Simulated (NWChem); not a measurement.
# Lowest excitation of ClFGe

```
Ge
F 1 1.7500
Cl 1 2.1904 2 98.72
```
Charge 0, spin multiplicity 1.

Program: NWChem. All single points use one geometry, from PBE0/def2-SVP, a minimum by its harmonic frequencies.

Basis set: def2-SVPD.

```json
[
 {"method": "CIS", "lowest vertical singlet excitation energy (eV)": "5.06", "relative cost": "3", "difference from EOM-CCSD": "+0.39"},
 {"method": "EOM-CCSD", "lowest vertical singlet excitation energy (eV)": "4.67", "relative cost": "3", "difference from EOM-CCSD": "0.00"},
 {"method": "TD-B3LYP", "lowest vertical singlet excitation energy (eV)": "4.42", "relative cost": "5", "difference from EOM-CCSD": "-0.25"},
 {"method": "TDA-LDA (SVWN5)", "lowest vertical singlet excitation energy (eV)": "4.19", "relative cost": "1", "difference from EOM-CCSD": "-0.48"},
 {"method": "TD-PBE", "lowest vertical singlet excitation energy (eV)": "4.19", "relative cost": "under 3", "difference from EOM-CCSD": "-0.48"}
]
```

The values span 0.87 eV, from TDA-LDA (SVWN5) (lowest) to CIS (highest). Costs are rough ratios of processor time within this set of runs, SCF included, with TDA-LDA (SVWN5) as 1.

The Hamiltonian is non-relativistic. The correlated methods keep 15 core orbitals frozen. B3LYP has NWChem's definition, with VWN1-RPA local correlation. The structure started from a generated list of species. No row is a measurement; the coupled-cluster row has its own basis-set and correlation limits.
